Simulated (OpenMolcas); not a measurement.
An OpenMolcas run meant for Ho4+ (ANO-RCC-VQZP, DKH2; inactive shells 1s 2s 2p 3s 3p 3d 4s 4p 4d 5s 5p; intended active space 9 electrons in 7 orbitals (4f)). One step of its input:

```
&CASPT2
Multistate=18 1 2 3 4 5 6 7 8 9 10 11 12 13 14 15 16 17 18
Frozen=14 9
IPEA=0.25
Imaginary=0.1
MaxIter=60
WThr=0.0 0.3 0.05
PrWF=0.5
NoMix
Deleted=29 33
```

The run finished. Its levels beside those of a sound run (SS-CASPT2, IPEA 0.25 Eh, imaginary shift 0.1 Eh (closed shells correlated: 5s 5p)), in cm-1 above each run's lowest level:

```tsv
Level	This run	Usual run
4f9 6H* 15/2	0.0	0.0
4f9 6H* 13/2	3529	3529
4f9 6H* 11/2	6588	6588
4f9 6F* 11/2	9777	8646
4f9 6H* 9/2	9176	9176
4f9 6F* 9/2	12365	11234
4f9 6H* 7/2	11293	11293
4f9 6H* 5/2	12940	12940
4f9 6F* 7/2	14483	13351
4f9 6F* 5/2	16130	14998
4f9 6F* 3/2	17306	16175
4f9 6F* 1/2	18012	16880
```

Which setting is unsound, and how much does it matter here?

Nearly half of the orbitals are deleted from the virtual space, which removes much of the correlation energy. Against the sound run the excited levels shown move by 620 cm-1 on average and by 1100 cm-1 at most.

Term energies are means over components that CASPT2 splits; among the terms shown or strongly mixed into the levels shown the widest spread is 1300 cm-1 (4f9 6H*, this run). High states are left out of the spin-orbit mixing, which shifts the levels that they would mix with. Levels of configurations outside the active space are missing.

* marks odd parity.
